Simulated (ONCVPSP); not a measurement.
**mercury (Hg): ONCV pseudisation with PBE, scalar-relativistic reference atom.**

mercury, optimised norm-conserving Vanderbilt (ONCV), made with ONCVPSP 4.0.1 (PBE, scalar-relativistic). Core [Kr] 4d10 4f14, reference 5s2 5p6 5d10 6s2. Waves: 5s+6s: rc 1.15 bohr, ncon 3, nbas 8, qcut 8.2 1/bohr, 2 projectors; 5p: rc 1.75 bohr, ncon 4, nbas 8, qcut 9.7 1/bohr, 2 projectors, debl 1.7 Ha; 5d: rc 1.60 bohr, ncon 4, nbas 9, qcut 10.4 1/bohr, 2 projectors, debl 0.9 Ha. Local part: polynomial inside 0.85 bohr (lpopt 4, dvloc0 6.5 Ha). Core correction: none.

In the p channel the program set the typed energies aside and used -2.444, 0.250 Ha.

Poles of the logarithmic derivatives, all-electron (AE) and pseudo (PS). s: poles at -1.8 (AE) and -1.8 (PS) Ha. p: poles at -2.1 (AE) and -2.1 (PS) Ha. d: poles at 1.1 (AE) and 1.1 (PS) Ha. Test radii: s 1.17, p 1.77, d 1.62 bohr.

- Cutoffs needed: 31 Ha and 126 Ha (the cutoffs (Ha) at which the residual kinetic energy of the hardest occupied pseudo-wave falls to 1 and 0.1 mHa per electron)
- Ghost test: no bound ghost flagged; GHOST(+) flagged for s at 254.0 eV
- Largest excitation error: -18 meV (all-electron minus pseudo) for 5s2 5p6 5d9 6s0, out of 4 test configurations
